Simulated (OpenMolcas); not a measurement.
**K: CASPT2 settings compared**

```yaml
Program: OpenMolcas
Basis: ANO-RCC-VTZP [6s5p2d1f]
Scalar_Hamiltonian: DKH2, point nucleus
Active_space: 1 electron in 9 orbitals (3d 4s 4p)
State_averaging: 2S+1 = 2 even, 1 root; 2S+1 = 2 odd, 3 roots
Spin-orbit_coupling: RASSI with atomic mean-field integrals over the reference wave functions, term energies averaged over their components
```

Methods on the same reference wave functions:
A. CASSCF
B. XMS-CASPT2, IPEA 0.2 Eh, real shift 0.5 Eh (closed shells correlated: 3s 3p)
C. XMS-CASPT2, IPEA 0.2 Eh, imaginary shift 0.3 Eh (closed shells correlated: 2s 2p 3s 3p)

Energies in cm⁻¹ above 4s ²S_1/2, the measured ground level; measured values from NIST Handbook of Basic Atomic Spectroscopic Data.

```
     Level      A      B      C  Measured
 4s ²S_1/2    0.0    0.0    0.0       0.0
4p ²P°_1/2  11499  12928  13000     12985
4p ²P°_3/2  11536  12965  13037     13043
```

Deviations, from unrounded energies. A percentage is the sum of absolute deviations over the sum of measured energies, with the sign that they share, or ± where signs differ.

```
           Against measurement  Levels      A     B     C
mean absolute deviation (cm-1)       2   1500    67    10
      other configurations (%)       2  -11.5  -0.5  ±0.1
```

C lies closest to measurement on these levels and A furthest from it. The largest miss of C in the table is 4p ²P°_1/2, by +15 cm-1. The ranking rests on the paired levels alone, and a cruder setting can come out closer through cancelling errors.

Between B and C the level of the table that moves most is 4p ²P°_1/2, by 72 cm-1 (lowest in B, highest in C).

The lowest spin-free term lies below A's lowest term by 0.218 hartree in B, 0.243 hartree in C.

ANO sets are built for ground and valence states and can reach diffuse excited orbitals poorly. With one active electron the reference holds no correlation, so core polarisation is missing (holds for A). With one active electron, CASPT2 adds the correlation within the correlated inactive shells and between them and that electron, and leaves the splitting within a term as the reference gives it (holds for B; C). Measured partners are found by configuration, term and J. A level has none where our copy of the source lacks it or the pairing is in doubt (some pairs that miss far off the trend of their configuration count as doubtful), and it then counts in no deviation. Levels of configurations outside the active space are missing.

° marks odd parity.
